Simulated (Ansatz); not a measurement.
`N#Cc1cccc(C#N)c1` + H₂ → `N#Cc1ccccc1` + `C#N` at 600 K and 1 bar (hydrogenolysis of a C–C bond).

Program: Ansatz. Geometries: PBE0-D4/def2-TZVP. ΔE: electronic, gas phase. CBS: MP2 limit from def2 TZ/QZ plus the TZ coupled-cluster correction, frozen cores. This one scheme is used for every species.

| species | CCSD(T)/CBS energy (Eh) | H − E (kJ/mol) | S (J/(mol·K)) |
| --- | --- | --- | --- |
| `N#Cc1cccc(C#N)c1` | -416.19575 | 333.7 | 481.2 |
| H₂ | -1.17544 | 43.9 | 150.8 |
| `N#Cc1ccccc1` | -324.06264 | 324.6 | 423.0 |
| `C#N` | -93.32098 | 64.3 | 228.4 |

H − E and S are ideal-gas, rigid-rotor, harmonic terms from PBE0-D4/def2-TZVP. For small species the MP2-based limit differs from directly extrapolated CCSD(T) by up to some mEh (0.8 for H₂); such offsets cancel only in part. 1 Eh = 2625.50 kJ/mol, R = 8.31446 J/(mol·K).

Question: By hand: ΔE, ΔH, ΔS and ΔG.

Answer: ΔE = (-324.06264) + (-93.32098) − (-416.19575) − (-1.17544) = -0.01243 Eh = -32.6 kJ/mol. Δ(H − E) = 324.6 + 64.3 − 333.7 − 43.9 = 11.3, so ΔH = -21.3 kJ/mol. ΔS = 423.0 + 228.4 − 481.2 − 150.8 = 19.4 J/(mol·K). ΔG = -21.3 − 600 × (19.4)/1000 = -32.9 kJ/mol.

Question: By hand: the equilibrium constant, and the temperature at which ΔG would vanish if ΔH and ΔS stayed fixed.

Answer: log₁₀ K = −ΔG/(RT ln 10) = 2.9. ΔH and −TΔS have one sign here, so there is no such temperature.

TΔS isn't small against ΔH here. A doubt of 5 kJ/mol in ΔE shifts log₁₀ K by 0.4 here. These are equilibria of isolated gas molecules and say nothing of rates. Largest T1 diagnostic: 0.014 (customary marks: 0.02 for closed shells, 0.045 for open ones).
